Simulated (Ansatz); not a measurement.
Geometry optimisation, Ansatz, DFT PBE, scalar-relativistic, plane waves, PAW.

Input file:

```yaml
crystal:
  lattice:
    - [6.98, 0.0, 0.0]
    - [0.0, 6.98, 0.0]
    - [0.0, 0.0, 6.98]
  atoms:
    - { symbol: Li, position: [0.0, 0.0, 0.0] }
    - { symbol: Li, position: [0.5, 0.0, 0.0] }
    - { symbol: Li, position: [0.0, 0.5, 0.0] }
    - { symbol: Li, position: [0.0, 0.0, 0.5] }
    - { symbol: Li, position: [0.25, 0.25, 0.25] }
    - { symbol: Li, position: [0.5, 0.5, 0.0] }
    - { symbol: Li, position: [0.5, 0.0, 0.5] }
    - { symbol: Li, position: [0.75, 0.25, 0.25] }
    - { symbol: Li, position: [0.0, 0.5, 0.5] }
    - { symbol: Li, position: [0.25, 0.75, 0.25] }
    - { symbol: Li, position: [0.25, 0.25, 0.75] }
    - { symbol: Li, position: [0.5, 0.5, 0.5] }
    - { symbol: Li, position: [0.75, 0.75, 0.25] }
    - { symbol: Li, position: [0.75, 0.25, 0.75] }
    - { symbol: Li, position: [0.25, 0.75, 0.75] }
    - { symbol: Li, position: [0.75, 0.75, 0.75] }
    - { symbol: C, position: [0.2579946, 0.882221, 0.4968331] }
basis:
  ecutwfc: 420.0
kpoints:
  mp_grid: { grid: [3, 3, 3] }
hamiltonian:
  xc: pbe
scf:
  occupations: { method: fermi_dirac, width: 0.15 }
  lower_state_search: "off"
relax:
  f_tol: 0.03
  max_steps: 60
  adjacent_minimum: "off"
```

Run as:

```bash
$ ansatz run input.yaml --threads 2 --pin off --max-ram 5120MiB --backend cpu --events-out ev --progress --plain --runs-dir out
```

Question: Where does it end, and by what steps?

Answer: The run converged. The force dipped under the threshold on the way, but the program's further checks kept it going. Limits of this set-up: coarse k mesh. After 6 steps the energy has fallen by 0.967 eV; Li12 moved furthest, 0.79 Å. Joined: Li4–Li9, Li5–Li10, Li5–Li11, Li7–Li12, Li9–Li12, Li11–Li15.

```json
{"step": "0", "energy less start (eV)": "0.0000", "largest force component (eV/Å)": "0.502", "accepted": "yes"}
{"step": "1", "energy less start (eV)": "-0.2696", "largest force component (eV/Å)": "0.324", "accepted": "yes"}
{"step": "2", "energy less start (eV)": "-0.5083", "largest force component (eV/Å)": "0.210", "accepted": "yes"}
{"step": "3", "energy less start (eV)": "-0.7519", "largest force component (eV/Å)": "0.148", "accepted": "yes"}
{"step": "4", "energy less start (eV)": "-0.9379", "largest force component (eV/Å)": "0.078", "accepted": "yes"}
{"step": "5", "energy less start (eV)": "-0.9670", "largest force component (eV/Å)": "0.014", "accepted": "yes"}
{"step": "6", "energy less start (eV)": "-0.9670", "largest force component (eV/Å)": "0.014", "accepted": "yes"}
```

```xyz
17
Lattice="6.9800 0.0000 0.0000 0.0000 6.9800 0.0000 0.0000 0.0000 6.9800" Properties=species:S:1:pos:R:3
Li -0.223 0.179 -0.003
Li 3.717 0.174 -0.003
Li 0.251 3.205 -0.001
Li -0.202 -0.229 3.490
Li 1.750 1.079 2.150
Li 3.245 3.205 -0.001
Li 3.704 -0.228 3.490
Li 5.237 2.035 1.988
Li 0.405 4.154 3.488
Li 1.746 5.472 1.536
Li 1.750 1.083 4.829
Li 3.085 4.165 3.488
Li 5.241 5.062 1.520
Li 5.237 2.035 4.990
Li 1.746 5.471 5.440
Li 5.241 5.060 5.458
C 1.751 6.114 3.488
```

Whether the end is a true minimum wasn't checked by a vibrational analysis.

Run time: 43 s on 2 CPU threads of a shared host.
